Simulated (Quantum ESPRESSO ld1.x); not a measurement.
Nd I, configuration [Xe] 4f4 6s2.

Method: scalar-relativistic Kohn-Sham, revPBE, spin-unpolarised, spherical densities, point nucleus; computed with ld1.x of Quantum ESPRESSO 7.5.

Energy parts (eV):
part                     energy
total                 -261889.5
kinetic                278751.8
electron-nucleus      -636066.4
Hartree                101477.0
exchange-correlation    -6052.0

Orbitals (lengths in bohr, moments of r in powers of bohr):
orbital  occ.  eigenvalue (eV)   <1/r>
1s          2       -43405.143   66.06
2s          2        -7020.513   15.26
2p          6        -6275.165   14.39
3s          2        -1523.171   5.564
3p          6        -1288.167   5.256
3d         10         -962.463   4.988
4s          2         -302.945   2.326
4p          6         -226.001   2.143
4d         10         -116.679   1.873
4f          4           -1.728   1.241
5s          2          -40.464  0.8966
5p          6          -22.094  0.7550
6s          2           -3.457  0.2800

The highest occupied level is 4f at -1.728 eV. The density falls to 0.001 e/bohr^3 at r = 5.37 bohr.
